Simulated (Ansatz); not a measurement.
Cost and result up the ladder for `C[Si](C)(C)C#Cc1ccc(-c2ccc(-c3ccc(C#C[Si](C)(C)C)s3)s2)s1` (51 atoms). The state is a singlet with charge 0. Geometry: PBE-D4/def2-SVP.

Ansatz on 2 threads of AMD EPYC 7R13 on a shared host and a share (18 GiB) of an NVIDIA H100 80GB HBM3. Times are rough, and most runs start from the orbitals of an earlier one. PBE0-D4/def2-TZVP serves as the yardstick here, not as an exact answer. Differences are given only for rows in sets of like size (and for xTB, whose basis is part of the method), since another set adds its own error. Binding counts from free atoms at the same level (C triplet, Si triplet, S triplet, H doublet; other spins of the atoms weren't run), without zero-point energy or a counterpoise term.

Single mean-field runs in def2-SVP, def2-TZVP are fitted with def2-universal-jkfit.

```csv
level,functions,binding energy per atom (eV),difference from PBE0-D4/def2-TZVP (eV)
PBE0-D4/def2-SVP,518,4.80,–
r2SCAN-D4/def2-TZVP (with forces),1011,4.72,-0.03
PBE-D4/def2-TZVP,1011,4.85,0.10
PBE-D4/def2-SVP,518,4.89,–
PBE0-D4/def2-TZVP (with forces),1011,4.75,0.00
```

Problem. Estimate how long each takes.

Solution. PBE-D4/def2-SVP 10 s; PBE0-D4/def2-SVP 11 s; PBE0-D4/def2-TZVP (with forces) 13 s; r2SCAN-D4/def2-TZVP (with forces) 15 s; PBE-D4/def2-TZVP 17 s. On shared hardware such times vary by a factor of up to 3.
